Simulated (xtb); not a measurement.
xtb input:

```bash
xtb mol.xyz --gfn 2 --sp --chrg 0 --uhf 0
```
mol.xyz:
```
15

C     -0.89760648     0.78145504     1.74876241
Si    -0.21881019     0.30457510     0.06396228
C     -0.73372759     1.55934615    -1.23537752
P     -0.92833600    -1.80209377    -0.39955690
P      2.04947584     0.33331718     0.18998478
H     -1.98982092     0.79912486     1.73400367
H     -0.58340230     0.07294430     2.51687433
H     -0.54742897     1.77465459     2.03784914
H     -0.33617581     1.29589004    -2.21678029
H     -0.37058900     2.55677705    -0.97665823
H     -1.82213826     1.60162683    -1.31425657
H     -0.45531264    -1.77806411    -1.73719677
H     -2.24769328    -1.41456138    -0.76184567
H      2.24391153    -0.31893181    -1.05560797
H      2.14289926    -0.86666998     0.94141897
```

Q: Which total energy does the run end on?

A: -16.11770 Eh (GFN2-xTB).
